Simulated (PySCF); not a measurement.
PySCF job for BiI3, SMILES [Bi]([I])([I])[I], TDA-PBE/def2-SVPD. Geometry optimised at B3LYP-D3(BJ)/def2-SVP. The isomer is the one that the SMILES or the coordinates give; other isomers of the formula were not compared. The def2 effective core potentials stand for the cores of Bi, I; spin–orbit coupling is left out.

```python
import numpy as np
from pyscf import gto, scf, dft, tdscf

mol = gto.M(
    atom='''
    Bi    0.00000000   -0.00000000    0.86122109
    I     2.18873397    1.26366615   -0.44956824
    I    -2.18873397    1.26366614   -0.44956824
    I     0.00000000   -2.52733229   -0.44956824
    ''',
    basis='def2-SVPD',
    ecp={'Bi': 'def2-svp', 'I': 'def2-svp'},
    charge=0,
    spin=0,
    symmetry=True,
    max_memory=1600,
    verbose=4,
)
mf = dft.RKS(mol, xc='pbe').density_fit(auxbasis='def2-universal-jkfit')
mf.grids.level = 3
mf.conv_tol = 1e-9
mf.max_cycle = 100
mf.kernel()
mf.grids = dft.Grids(mol).set(level=1).build(with_non0tab=True)  # coarser grid for the response kernel
td = tdscf.TDA(mf)
td.singlet = True
td.nstates = 10
td.conv_tol = 1e-4
td.positive_eig_threshold = 1e-6
td.kernel(x0=td.get_init_guess(mf, 15))
td.analyze()
tt = tdscf.TDA(mf)
tt.singlet = False
tt.nstates = 4
tt.conv_tol = 1e-4
tt.positive_eig_threshold = 1e-6
tt.kernel(x0=tt.get_init_guess(mf, 9))
tt.analyze(verbose=3)
```

Output:

```
PySCF version 2.14.0

[INPUT] verbose = 4
[INPUT] num. atoms = 4
[INPUT] num. electrons = 98
[INPUT] charge = 0
[INPUT] spin (= nelec alpha-beta = 2S) = 0
[INPUT] symmetry True subgroup None
[INPUT] Mole.unit = angstrom
[INPUT] Symbol           X                Y                Z      unit          X                Y                Z       unit  Magmom
[INPUT]  1 Bi     0.000000000000   0.000000000000   0.861221090000 AA    0.000000000000   0.000000000000   1.627471992799 Bohr   0.0
[INPUT]  2 I      2.188733970000   1.263666150000  -0.449568240000 AA    4.136107762832   2.387982936384  -0.849560847903 Bohr   0.0
[INPUT]  3 I     -2.188733970000   1.263666140000  -0.449568240000 AA   -4.136107762832   2.387982917486  -0.849560847903 Bohr   0.0
[INPUT]  4 I      0.000000000000  -2.527332290000  -0.449568240000 AA    0.000000000000  -4.775965853870  -0.849560847903 Bohr   0.0

nuclear repulsion = 547.28802064278
point group symmetry = C3v, use subgroup Cs
symmetry origin: [0.00000000e+00 1.17445080e-16 2.42072344e-09]
symmetry axis x: [-1.10886761e-09  1.00000000e+00 -4.77536552e-17]
symmetry axis y: [-4.76397354e-18  4.77536552e-17  1.00000000e+00]
symmetry axis z: [1.00000000e+00 1.10886761e-09 4.76397349e-18]
num. orbitals of irrep A' = 81
num. orbitals of irrep A" = 56
number of shells = 51
number of NR pGTOs = 277
number of NR cGTOs = 137
basis = def2-SVPD
ecp = {'Bi': 'def2-svp', 'I': 'def2-svp'}


******** <class 'pyscf.df.df_jk.DFSymAdaptedRKS'> ********
method = DFSymAdaptedRKS
initial guess = minao
damping factor = 0
level_shift factor = 0
DIIS = <class 'pyscf.scf.diis.CDIIS'>
diis_start_cycle = 1
diis_space = 8
diis_damp = 0
SCF conv_tol = 1e-09
SCF conv_tol_grad = None
SCF max_cycles = 100
direct_scf = False
XC library pyscf.dft.libxc version 7.1.2
    S. Lehtola, C. Steigemann, M. J. T. Oliveira, and M. A. L. Marques,  SoftwareX 7, 1–5 (2018)
XC functionals = pbe
    J. P. Perdew, K. Burke, and M. Ernzerhof,  Phys. Rev. Lett. 77, 3865 (1996)
    J. P. Perdew, K. Burke, and M. Ernzerhof,  Phys. Rev. Lett. 78, 1396 (1997)
    J. P. Perdew, K. Burke, and M. Ernzerhof,  Phys. Rev. Lett. 77, 3865 (1996)
    J. P. Perdew, K. Burke, and M. Ernzerhof,  Phys. Rev. Lett. 78, 1396 (1997)
radial grids:
    Treutler-Ahlrichs [JCP 102, 346 (1995); DOI:10.1063/1.469408] (M4) radial grids

becke partition: Becke, JCP 88, 2547 (1988); DOI:10.1063/1.454033
pruning grids: <function nwchem_prune>
grids dens level: 3
symmetrized grids: True
atomic radii adjust function: <function treutler_atomic_radii_adjust>
small_rho_cutoff = 0
Freeze 0 electrons in irreps []
    98 free electrons in irreps A' A"
Set gradient conv threshold to 3.16228e-05
Initial guess from minao.
tot grids = 89320
init E= -985.5449447748
HOMO (A') = -1.88589894245127  LUMO (A') = -1.73447920639278  gap/eV = 4.12034
cycle= 1 E= -1102.9202419773  delta_E= -117  |g|= 5.66  |ddm|= 22.3
HOMO (A') = 0.0385961194751738  LUMO (A") = 0.0430079158379506  gap/eV = 0.12005
cycle= 2 E= -1098.04917749978  delta_E= 4.87  |g|= 5.67  |ddm|= 21.4
HOMO (A') = -0.488737419594579  LUMO (A') = -0.292553122832865  gap/eV = 5.33845
cycle= 3 E= -1106.70619361403  delta_E= -8.66  |g|=  1.6  |ddm|=   14
HOMO (A") = -0.268369983913141  LUMO (A') = -0.222498007352267  gap/eV = 1.24824
cycle= 4 E= -1106.66279668688  delta_E= 0.0434  |g|= 1.72  |ddm|= 5.22
HOMO (A") = -0.228753883467053  LUMO (A') = -0.0984694633265857  gap/eV = 3.54522
cycle= 5 E= -1107.74728480539  delta_E= -1.08  |g|= 0.554  |ddm|= 3.19
HOMO (A") = -0.236231375129501  LUMO (A') = -0.151809668845707  gap/eV = 2.29723
cycle= 6 E= -1107.84120690408  delta_E= -0.0939  |g|= 0.295  |ddm|= 1.17
HOMO (A") = -0.238469550604677  LUMO (A') = -0.145949438110716  gap/eV = 2.51760
cycle= 7 E= -1107.87338051143  delta_E= -0.0322  |g|= 0.0544  |ddm|= 0.394
HOMO (A") = -0.238114538674348  LUMO (A') = -0.144327444484478  gap/eV = 2.55208
cycle= 8 E= -1107.8745977346  delta_E= -0.00122  |g|= 0.0154  |ddm|= 0.0673
HOMO (A") = -0.23840464402824  LUMO (A') = -0.143780166064053  gap/eV = 2.57486
cycle= 9 E= -1107.8746858459  delta_E= -8.81e-05  |g|= 0.00427  |ddm|= 0.0262
HOMO (A") = -0.238538522909921  LUMO (A') = -0.143819542910529  gap/eV = 2.57743
cycle= 10 E= -1107.87469299597  delta_E= -7.15e-06  |g|= 0.000596  |ddm|= 0.00532
HOMO (A") = -0.238582006995789  LUMO (A') = -0.14382127386558  gap/eV = 2.57857
cycle= 11 E= -1107.87469311547  delta_E= -1.2e-07  |g|= 0.000167  |ddm|= 0.00111
HOMO (A") = -0.23857338829869  LUMO (A') = -0.143808303713254  gap/eV = 2.57869
cycle= 12 E= -1107.87469312618  delta_E= -1.07e-08  |g|= 5.34e-05  |ddm|= 0.000372
HOMO (A") = -0.238572717846921  LUMO (A') = -0.143808111558218  gap/eV = 2.57868
cycle= 13 E= -1107.87469312753  delta_E= -1.35e-09  |g|= 1.09e-05  |ddm|= 0.000128
HOMO (A") = -0.238572045769136  LUMO (A') = -0.143807954183835  gap/eV = 2.57866
cycle= 14 E= -1107.87469312759  delta_E= -6.07e-11  |g|= 1.09e-06  |ddm|= 2.38e-05
HOMO (A") = -0.238572239306934  LUMO (A') = -0.143807907855034  gap/eV = 2.57867
Extra cycle  E= -1107.87469312759  delta_E= 7.28e-12  |g|= 2.74e-06  |ddm|= 6.76e-06
converged SCF energy = -1107.87469312759
tot grids = 32840
Overwritten attributes  positive_eig_threshold  of <class 'pyscf.tdscf.rks.TDA'>


******** <class 'pyscf.tdscf.rks.TDA'> for <class 'pyscf.df.df_jk.DFSymAdaptedRKS'> ********
nstates = 10 singlet
deg_eia_thresh = 1.000e-03
wfnsym = None
conv_tol = 0.0001
eigh lindep = 1e-12
eigh level_shift = 0
eigh max_cycle = 100


Excitation energies (eV)
[2.66539559 2.92771    2.95015835 2.95017372 3.12221614 3.12223635
 3.40044818 3.40046529 3.40224056 3.4891872 ]

** Singlet excitation energies and oscillator strengths **
Excited State   1:   A"      2.66540 eV    465.16 nm  f=0.0000
      49 -> 50        0.70315
Excited State   2:   A'      2.92771 eV    423.49 nm  f=0.0018
      46 -> 50       -0.70154
Excited State   3:   A'      2.95016 eV    420.26 nm  f=0.0125
      44 -> 50        0.12086
      46 -> 51       -0.11360
      48 -> 50       -0.63322
      49 -> 52        0.22106
Excited State   4:   A"      2.95017 eV    420.26 nm  f=0.0125
      45 -> 50       -0.12091
      46 -> 52        0.11360
      47 -> 50       -0.63322
      49 -> 51        0.22104
Excited State   5:   A"      3.12222 eV    397.10 nm  f=0.0012
      45 -> 50       -0.68449
      47 -> 50        0.11897
Excited State   6:   A'      3.12224 eV    397.10 nm  f=0.0012
      44 -> 50        0.68450
      48 -> 50        0.11892
Excited State   7:   A"      3.40045 eV    364.61 nm  f=0.0058
      46 -> 52       -0.24884
      47 -> 51        0.18193
      48 -> 52       -0.17725
      49 -> 51        0.59706
Excited State   8:   A'      3.40047 eV    364.61 nm  f=0.0058
      46 -> 51        0.24891
      47 -> 52       -0.17953
      48 -> 51       -0.17958
      49 -> 52        0.59706
Excited State   9:   A"      3.40224 eV    364.42 nm  f=0.0000
      47 -> 51       -0.49297
      48 -> 52       -0.49478
Excited State  10:   A'      3.48919 eV    355.34 nm  f=0.0077
      46 -> 51        0.16346
      47 -> 52        0.44736
      48 -> 50        0.15082
      48 -> 51        0.44761
      49 -> 52        0.18157

** Transition electric dipole moments (AU) **
state          X           Y           Z        Dip. S.      Osc.
  1        -0.0000     -0.0000     -0.0000      0.0000      0.0000
  2        -0.0000      0.0001      0.1563      0.0244      0.0018
  3        -0.0000     -0.4157      0.0000      0.1728      0.0125
  4         0.4156      0.0000     -0.0000      0.1728      0.0125
  5        -0.1256     -0.0000     -0.0000      0.0158      0.0012
  6         0.0000      0.1256     -0.0000      0.0158      0.0012
  7        -0.2632     -0.0000      0.0000      0.0693      0.0058
  8        -0.0000      0.2633      0.0000      0.0693      0.0058
  9        -0.0012      0.0000     -0.0000      0.0000      0.0000
 10         0.0000      0.3009     -0.0001      0.0905      0.0077

WARN: ECP detected. Skipping calculation of transition velocity and magnetic dipole moments, which have not yet been implemented.



******** <class 'pyscf.tdscf.rks.TDA'> for <class 'pyscf.df.df_jk.DFSymAdaptedRKS'> ********
nstates = 4 triplet
deg_eia_thresh = 1.000e-03
wfnsym = None
conv_tol = 0.0001
eigh lindep = 1e-12
eigh level_shift = 0
eigh max_cycle = 100


Excitation energies (eV)
[2.49779466 2.57268237 2.57272528 2.65466224]

** Triplet excitation energies and oscillator strengths **
Excited State   1:   A"      2.49779 eV    496.37 nm  f=0.0000
Excited State   2:   A"      2.57268 eV    481.93 nm  f=0.0000
Excited State   3:   A'      2.57273 eV    481.92 nm  f=0.0000
Excited State   4:   A'      2.65466 eV    467.04 nm  f=0.0000
```

The calculation finished and met its thresholds.

Cost: roughly 40 core-seconds.
